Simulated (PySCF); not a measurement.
C6H4ClF3.
Geometry (GFN2-xTB, Å), atoms numbered from 1 in this order:
```
atom  x, y, z in Å
C1     1.6564    0.6173   -2.1009
C2     0.9768    0.6631   -1.1122
C3     0.1691    0.7018    0.0459
C4     0.5120    1.3904    1.1392
Cl5    1.9446    2.3175    1.2412
C6    -1.0980   -0.1185    0.0097
C7    -0.8059   -1.5622    0.3905
F8    -0.2775   -1.6635    1.6185
F9    -1.9260   -2.3045    0.3968
F10    0.0441   -2.1632   -0.4488
H11    2.2585    0.5771   -2.9589
H12   -0.0962    1.4052    2.0302
H13   -1.8326    0.2619    0.7210
H14   -1.5260   -0.1229   -0.9944
```

Computed at PBE0/pcSseg-1 (PySCF, non-relativistic), with Q(35Cl) = −0.0817 b: Cl5, 35Cl (I = 3/2): χzz = -74.75 MHz, η = 0.183.

Q: Where would the pure quadrupole (NQR) lines of 35Cl at Cl5 fall for the rigid, isolated species?

A: From ν = (|χ|/2)√(1 + η²/3): ν = 37.58 MHz (vinyl chlorine). For 37Cl the ratio of quadrupole moments, 0.7881, gives 29.62 MHz.

Q: Apply the simplest Townes–Dailey estimate (no s hybridisation, no π bonding), ionic character = 1 − χzz/χ0, where χ0 is the coupling for one missing p electron along the bond: −109.74 MHz for 35Cl.

A: Cl5 on C4: 1 − (-74.75)/(-109.74) = 0.32. In this model a purely covalent bond gives χ0 and a free halide ion gives zero; s hybridisation or π bonding, where present, is counted here as ionic character.

In a crystal, neighbours and librations shift these lines. GFN2-xTB bond lengths can be off by several hundredths of an ångström, more for odd bonds, and the gradients follow them. With so small a basis the couplings can be 20 % off.

These values come from a run that also computed NMR shieldings. The run took 31 s of wall time (with the writing of density and orbital grids) on one thread, Arm Neoverse V2 (aarch64) (shared host), and the process peaked at 0.89 GiB of memory.

One conformer stands for the species.
